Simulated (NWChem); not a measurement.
System: TiNH$_{2}$Cl$_{3}$; SMILES [NH2][Ti]([Cl])([Cl])[Cl]

Input file for NWChem:

```
start job
memory heap 200 mb stack 900 mb global 1100 mb
geometry units angstroms noautoz
  Ti     0.010639     0.012009    -0.226531
  Cl     0.388803     2.051674     0.425420
  Cl     1.522454    -1.417026     0.431907
  Cl    -1.955253    -0.692827     0.421597
  N      0.042212     0.046895    -2.046674
  H      0.044846     0.899617    -2.603422
  H      0.042222    -0.785995    -2.633515
end
basis spherical
  Ti library def2-svp
  Cl library def2-svp
  N library def2-svp
  H library def2-svp
end
dft
  xc becke88 lyp
  iterations 150
  mulliken
end
task dft energy
```

Coordinates come from a PBE0/def2-SVP optimisation. Not confirmed as a minimum by frequencies.

Question: What results follow from this input? (BLYP/def2-SVP.) Quantities: energy (Ha); highest occupied level (eV); orbital gap (eV); dipole (D).

Answer: The energy (Ha) is -2285.69. The highest occupied level (eV) is -6.64. The orbital gap (eV) is 3.00 and the dipole (D) is 3.02.
